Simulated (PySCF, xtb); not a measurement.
C₃H₇NOSi, SMILES N#C[C@@H]([SiH2]O)C.

Geometry optimised at B3LYP-D3(BJ)/def2-SVP. The structure was generated by enumeration; whether it is a known compound was not checked. Other conformers were not sampled.

Level of theory: C-PCM-ωB97X/def2-SVP (PySCF).

The values are the electrostatic part of the solvation free energy, E(continuum) − E(gas) at the gas-phase geometry, in a cavity of scaled van der Waals radii (PySCF's table); cavitation and dispersion terms are not included. In vacuum the orbital gap is 13.31 eV. The dipole moment in vacuum is 2.81 D.

Computed values in water (ε = 78.36), dichloromethane (ε = 8.93), 1-octanol (ε = 9.86):
```tsv
solvent	ε	ΔG(elec) (kcal/mol)	dipole (D)	gap (eV)
water	78.36	-7.7	3.65	13.30
dichloromethane	8.93	-6.9	3.54	13.31
1-octanol	9.86	-7.0	3.55	13.31
```

For comparison, GFN2-xTB/ALPB(water) (xtb, at the GFN2-xTB geometry, all terms of that model) gives -8.2 kcal/mol.
